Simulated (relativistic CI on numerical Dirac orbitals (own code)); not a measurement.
# Transition arrays of Eu19+

Method of calculation: Dirac-Coulomb-Breit CI, separate exchange-only KLI orbitals for each configuration, model QED, valence Slater integrals scaled by 0.9, whole transition arrays (own radial code, finite nucleus).

Configurations in the expansion (outside the closed core [Ar] 3d10 4s2): 4p6 4d8, 4p6 4d7 4f, 4p5 4d9, 4p6 4d7 5p, 4p6 4d7 5f. Levels of other configurations are missing.

All E1 lines from the levels of 4p6 4d8; mean and standard deviation are weighted by gf, and upper levels are sorted by their leading configuration.

```tsv
Upper configuration	Lines	Σgf	Mean (eV)	Mean (nm)	σ (eV)	Strongest line (nm)
4p6 4d7 4f	743	354.1	176.78	7.013	4.10	6.975
4p5 4d9	38	2.1	124.53	9.956	2.96	9.841
4p6 4d7 5p	466	35.1	226.46	5.475	3.73	5.484
4p6 4d7 5f	721	37.2	334.53	3.706	3.88	3.673
```

Σgf per state of the lower configuration in bins of 0.1 nm over the central range (centre: value): 3.65: 0.36, 3.75: 0.46, 5.35: 0.07, 5.45: 0.41, 5.55: 0.22, 6.65: 0.12, 6.75: 0.21, 6.85: 0.59, 6.95: 1.95, 7.05: 4.55, 7.15: 0.21, 7.25: 0.15.

Question: How do configuration mixing and the scaling of the Slater integrals move the arrays?

Answer: Slater scale 0.9, no configuration mixing: 4p6 4d7 4f 173.2 ± 5.9 eV (Σgf 291.2), 4p5 4d9 146.9 ± 14.3 eV (Σgf 41.7), 4p6 4d7 5p 226.7 ± 3.7 eV (Σgf 42.3), 4p6 4d7 5f 334.4 ± 3.9 eV (Σgf 43.7); Slater scale 1: 4p6 4d7 4f 180.2 ± 4.1 eV (Σgf 362.3), 4p5 4d9 123.1 ± 3.1 eV (Σgf 1.9), 4p6 4d7 5p 226.5 ± 3.9 eV (Σgf 34.0), 4p6 4d7 5f 334.6 ± 4.1 eV (Σgf 37.1); Slater scale 0.8: 4p6 4d7 4f 173.0 ± 4.0 eV (Σgf 326.4), 4p5 4d9 172.7 ± 16.7 eV (Σgf 21.9), 4p6 4d7 5p 226.4 ± 3.5 eV (Σgf 36.2), 4p6 4d7 5f 334.4 ± 3.7 eV (Σgf 37.3). With mixing, levels are counted to their leading configuration, so an array can shrink or vanish into another, and the sums then hold other lines.
